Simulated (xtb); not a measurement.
C2H6B, SMILES C[B]C (connectivity only; charge and spin as stated), charge +1, multiplicity 1. All values are semi-empirical tight-binding results from xtb (GFN2-xTB unless named), good for trends rather than for accurate numbers. Geometry: GFN2-xTB. The multiplicity is an assumed one; other spin states were not compared. The isomer is the one that the SMILES or the coordinates give; other isomers of the formula were not compared.

Optimised geometry:

Bonded distances (Å): C1–B2 1.470, C1–H4 1.097, C1–H5 1.097, C1–H6 1.097, B2–C3 1.470, C3–H7 1.097, C3–H8 1.097, C3–H9 1.097. Bond angles (°): B2–C1–H4 112.8, B2–C1–H5 112.8, B2–C1–H6 112.8, H4–C1–H5 106.0, H4–C1–H6 106.0, H5–C1–H6 106.0, C1–B2–C3 180.0, B2–C3–H7 112.8, B2–C3–H8 112.8, B2–C3–H9 112.8, H7–C3–H8 106.0, H7–C3–H9 106.0, H8–C3–H9 106.0.
Charge +1, spin multiplicity 1.

The geometry has at least one imaginary mode, so it is a saddle point at that level.

Q: Estimate the properties. (An estimate is asked for; the answer gives what the named calculation found.)

A: 
- point group as xtb finds it = D3
- orbital gap = 5.12 eV
- static polarisability (D4 model) = 36.9 bohr³
- solvation energy, GFN2-xTB/ALPB(water) = -60.4 kcal/mol
- solvation energy, GFN2-xTB/ALPB(octanol) = -54.2 kcal/mol

Q: Give the IR lines (harmonic; lines under 4 % of the strongest left out, lines within 3 cm⁻¹ merged). (The exact figures need the calculation; the answer reports its results.)

A: ν (cm⁻¹): 775 (s), 1296 (m), 1301 (w), 1518 (vs), 2928 (w), 2954 (m) (against the strongest line: vs over 80 %, s over 45 %, m over 15 %, w over 4 %, vw less). 1 imaginary mode(s) remain.

Computed atomic charges and the Wiberg bond orders between heavy atoms:
charges (e) C1 -0.22, B2 0.37, C3 -0.22, H4 0.18, H5 0.18, H6 0.18, H7 0.18, H8 0.18, H9 0.18. Bond orders C1–B2 1.35, B2–C3 1.35.
